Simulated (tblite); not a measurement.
Compound: C₄H₄ClFO₂.
Atom-mapped SMILES: `[CH3:1][O:2]/[C:3]([F:4])=[CH:5]/[C:6](=[O:7])[Cl:8]` (hydrogens: H9, H10, H11 on C1; H12 on C5)

Structure used (GFN2-xTB), in Å, numbered top down from 1:
```
atom  x, y, z in Å
C1     2.2178   -0.1629   -0.6231
O2     0.8306    0.0206   -0.8876
C3    -0.0123   -0.0048    0.1211
F4     0.5433   -0.2114    1.3126
C5    -1.3417    0.1644   -0.0248
C6    -2.2518    0.1312    1.0908
O7    -2.0393   -0.0349    2.2486
Cl8   -3.9250    0.3894    0.5348
H9     2.7071   -0.1030   -1.5919
H10    2.5962    0.6209    0.0367
H11    2.4036   -1.1387   -0.1692
H12   -1.7273    0.3286   -1.0152
```

Computed values, GFN2-xTB/tblite, gas phase, harmonic and unscaled. The method is semi-empirical: single wavenumbers can be off by several per cent or more. One conformer, not necessarily the lowest.

Question: How many normal modes are there?

Answer: 12 atoms, non-linear: 3N − 6 = 30.

Question: What is the point group of the computed structure, and how do the modes divide by symmetry?

Answer: Cs. The vibrations span 20 a′ + 10 a″.

Question: How many distinct wavenumbers does the calculation give?

Answer: 30: Cs has no degenerate species.

Question: How many fundamentals are allowed in the infrared by symmetry?

Answer: 30 of 30: in Cs every mode is allowed. All fundamentals are allowed in the Raman spectrum.

Question: Which of the modes above 1550 cm⁻¹ are stretches that can be named?

Answer: C=C 1632; C=O 1808; sp3 C–H 2980, 2988, 3054; =C–H 3145 cm⁻¹.

Question: Zero-point energy?

Answer: ½Σν̃ = 16483 cm⁻¹ = 197.2 kJ/mol (30 modes), 93.4 kJ/mol of it from above 1550 cm⁻¹.

Question: Treat the C=O stretch at 1808 cm⁻¹ as a diatomic oscillator. What force constant follows?

Answer: With μ = 6.856 u, k = μ(2πcν̃)² = 1321 N/m; the bond's atoms carry 98 % of the mode, and this is an estimate.

Question: Treat the C=C stretch at 1632 cm⁻¹ as a diatomic oscillator. What force constant follows?

Answer: With μ = 6.000 u, k = μ(2πcν̃)² = 942 N/m; the bond's atoms carry 95 % of the mode, and this is an estimate.
